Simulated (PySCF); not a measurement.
**Name the molecule from its bond curve**

A diatomic of charge 0 contains Ga. Its singlet curve at PBE0 in a double-zeta basis (spin-free X2C with a Gaussian nucleus, PySCF), in eV from the separated fragments:

R (Å), E (eV) and a bar:
```
    2.446     -0.763 #####################
    2.560     -0.879 ##########
    2.673     -0.945 ###
    2.759     -0.969 #
    2.844     -0.976 
    2.929     -0.969 #
    3.043     -0.943 ###
    3.185     -0.889 #########
    3.356     -0.804 #################
    3.583     -0.670 ##############################
```

The fit gives ωe = 287 cm⁻¹ and the rotational constant Bₑ = 0.3279 cm⁻¹.

Question: Which atom is the partner?

Answer: The minimum lies at 2.841 Å, so the reduced mass is 16.8576 u Å² cm⁻¹/(Bₑ·Re²) = 6.370 u. With Ga at 68.93 u the partner weighs about 7.0 u: Li. The molecule is LiGa.

Closed-shell solutions of metal pairs were not tested for spin polarisation, which can lower them a little.
